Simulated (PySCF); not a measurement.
## Correlation energy of Au⁶⁵⁺ (gold, charge +65)

[Ne] 3s2 3p2, high-spin 3P determinant. Calculation: PySCF 2.14, in an even-tempered Gaussian basis (17 s from 19 bohr⁻², ratio 2.5; 12 p from 25 bohr⁻², ratio 2.5; 4 d from 95 bohr⁻², ratio 2.7; 4 f from 140 bohr⁻², ratio 2.7); scalar relativity by spin-free X2C-1e. Frozen: 1s2; 12 electrons correlated; the 20 highest virtual orbitals of each spin left out.

```csv
level,correlation energy (mhartree)
CCSD,-549.36
(T),-0.37
CCSD(T),-549.73
```

Diagnostics: T1 = 0.00022, D1 = 0.0010, largest double amplitude 0.027.

Is a single reference adequate?

Yes, within this model without spin-orbit coupling: T1 lies below 0.03 and no double amplitude reaches 0.07.

At this charge the one-electron X2C treatment keeps the bare 1/r₁₂, with no two-electron picture change or Breit term. The effect here is smaller than on the frozen 1s shell; and a scalar Hamiltonian misses the large spin-orbit splitting of the p shells, which matters for ns² → np² pairs.

Spin-orbit coupling is strong in this species, so the high-spin LS determinant is a model state.
